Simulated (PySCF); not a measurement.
Compound: C5H6F2O.
Atom-mapped SMILES: `[CH2:1]=[C:2]1[CH2:3][C@@H:4]1[O:5][CH:6]([F:7])[F:8]` (hydrogens: H9, H10 on C1; H11, H12 on C3; H13 on C4; H14 on C6)

Level of theory: PBE0-D3(BJ)/def2-SVP geometry optimisation, gas phase (PySCF 2.14.0).

(1) What internal coordinates does the optimisation give?

## Answers

(1) 
```csv
bond,length (Å),order
C1=C2,1.322,double
C2–C3,1.465,single
C3–C4,1.511,single
C4–O5,1.399,single
O5–C6,1.355,single
C6–F7,1.350,single
C6–F8,1.332,single
C2–C4,1.467,single
C1–H9,1.093,single
C1–H10,1.094,single
C3–H11,1.096,single
C3–H12,1.096,single
C4–H13,1.100,single
C6–H14,1.107,single
```

Orders are formal, as drawn. A selection of angles:
```csv
angle,degrees
C1–C2–C3,149.8
C1–C2–C4,148.0
C3–C2–C4,62.1
C2–C3–C4,59.0
C3–C4–O5,116.7
C2–C4–C3,58.9
C2–C4–O5,120.7
C4–O5–C6,114.4
O5–C6–F7,111.2
O5–C6–F8,107.4
F7–C6–F8,107.8
```

Torsions: C1–C2–C3–C4 -176° (antiperiplanar); C2–C3–C4–O5 111° (anticlinal); C3–C4–O5–C6 -149° (anticlinal); C4–O5–C6–F7 78° (synclinal); C1–C2–C4–C3 176° (antiperiplanar).

Of the pairs four or more bonds apart, C2···F7 is among the closest relative to their van der Waals radii: 3.12 Å, 98 % of the sum of Bondi's values. The C–C distances run from 1.322 Å (C1=C2, drawn double) to 1.511 Å (C3–C4, drawn single), a spread of 0.189 Å. The 2 C–O bonds span 1.355 Å (O5–C6, drawn single) to 1.399 Å (C4–O5, drawn single), a spread of 0.044 Å. The 3-membered ring C2–C3–C4 has internal angles of 58.9° to 62.1°.

Point group: C1 (no symmetry element, even within 0.4 Å). PBE0-D3(BJ)/def2-SVP frequencies: not computed here. One conformer, not necessarily the lowest.
